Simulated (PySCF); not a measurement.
Compound: C5H4ClN.
Atom-mapped SMILES: `[Cl:1][c:2]1[cH:3][cH:4][n:5][cH:6][cH:7]1` (hydrogens: H8 on C3; H9 on C4; H10 on C6; H11 on C7)

Structure optimised with GFN2-xTB, isolated species.

Give the optimised bond lengths and angles.

```tsv
bond	length (bohr)
Cl1–C2	3.264
C2–C3, C2–C7	2.620
C3–C4, C6–C7	2.621
C4–N5, N5–C6	2.495
C3–H8, C7–H11	2.036
C4–H9, C6–H10	2.044
```

Bonds in one row agree within 0.02 bohr and their mean is given. A selection of angles:
```tsv
angle	degrees
Cl1–C2–C3	120.2
C3–C2–C7	119.5
C2–C3–C4	117.5
C2–C3–H8	121.1
C4–C3–H8	121.3
C3–C4–N5	123.7
C3–C4–H9	120.6
N5–C4–H9	115.7
C4–N5–C6	118.1
```

The 7 heavy atoms lie in one plane (0.000 Å rms). N5 (pyridine-type nitrogen) is bent (angle 118.1°). All 4 C–C bonds measure 1.387 Å. The 6-membered ring C2–C3–C4–N5–C6–C7 has internal angles of 117.5° to 123.7°; it is planar, 0.00 Å rms from its mean plane, widest ring torsion 0°.

Point group: C2v (tolerance 0.08 Å). GFN2-xTB frequencies: not computed here.
